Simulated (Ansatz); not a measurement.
Abridged output of a molecular run in Ansatz:

```
Functional definition: HF
2725 factors; integrals over basis functions are off by at most 1.1e-3 eV
mean field evaluation 1: about -24333.3876 eV, gradient 5.8e1 eV
mean field evaluation 2: about -24333.6960 eV, gradient 5.8e1 eV
mean field evaluation 4: about -24341.1709 eV, gradient 6.8e0 eV
mean field evaluation 8: about -24341.3160 eV, gradient 5.0e-1 eV
mean field -24341.31704194 eV, -894.5269021538 hartree, gradient 1.9e-6 eV, S^2 0.000000; 0 other end points of the search recorded, 0 dependent functions left out
15 core orbitals not correlated: weight in the atoms' cores, before any rotation towards them, 1.000 or more for the frozen orbitals, at most 0.000 for the correlated occupied ones
reference -24341.31704194 eV, -894.5269021538 hartree; 29, 29 occupied and 388, 388 virtual orbitals, 2725 factors
second order -44.69134873 eV of doubles, -0.00000000 eV of singles
cycle   1  -44.78297815 eV  change   -9.2e-2 eV  update   1.7e-1
cycle   2  -45.86411138 eV  change    -1.1e0 eV  update   5.4e-2
cycle   3  -46.16455838 eV  change   -3.0e-1 eV  update   3.2e-2
cycle   4  -46.15693099 eV  change    7.6e-3 eV  update   1.0e-2
cycle   5  -46.14644453 eV  change    1.0e-2 eV  update   5.3e-3
cycle   6  -46.14884037 eV  change   -2.4e-3 eV  update   2.0e-3
cycle   7  -46.14847256 eV  change    3.7e-4 eV  update   8.0e-4
cycle   8  -46.14818558 eV  change    2.9e-4 eV  update   2.5e-4
cycle   9  -46.14833832 eV  change   -1.5e-4 eV  update   1.0e-4
cycle  10  -46.14839908 eV  change   -6.1e-5 eV  update   3.7e-5
perturbative correction -1.84419755 eV, -0.0677730100 hartree
Total energy: -24389.30963857 eV, -896.2905975495 hartree
```

Its atoms:

Z-matrix (Å, degrees):
```
C
O 1 1.407
H 1 1.097 2 113.5
H 1 1.097 2 111.3 3 121.6
H 1 1.096 2 108.6 3 -119.9
In 2 1.972 1 121.6 3 -30.4
O 6 1.978 2 112.1 1 4.8
S 6 2.363 2 118.4 1 -176.2
C 7 1.410 6 122.7 2 178.2
H 8 1.345 6 92.2 2 0.9
C 9 1.518 7 111.5 6 63.2
C 9 1.518 7 111.6 6 -62.8
H 9 1.100 7 105.3 6 -179.8
H 11 1.092 9 110.4 7 53.6
H 11 1.093 9 111.5 7 174.2
H 11 1.097 9 110.7 7 -66.4
H 12 1.093 9 111.5 7 -174.2
H 12 1.097 9 110.7 7 66.4
H 12 1.092 9 110.4 7 -53.6
```

(1) Which basis set was used?
A. def2-SVPD
B. def2-TZVPP
C. cc-pV(D+d)Z
D. def2-QZVPP

(2) Write the keys of the input that set method, charge and spin (a neutral closed shell needs none for the last two).

## Answers

(1) B. It gives 432 functions.

(2) 
```yaml
correlation: {method: ccsd_t}
```
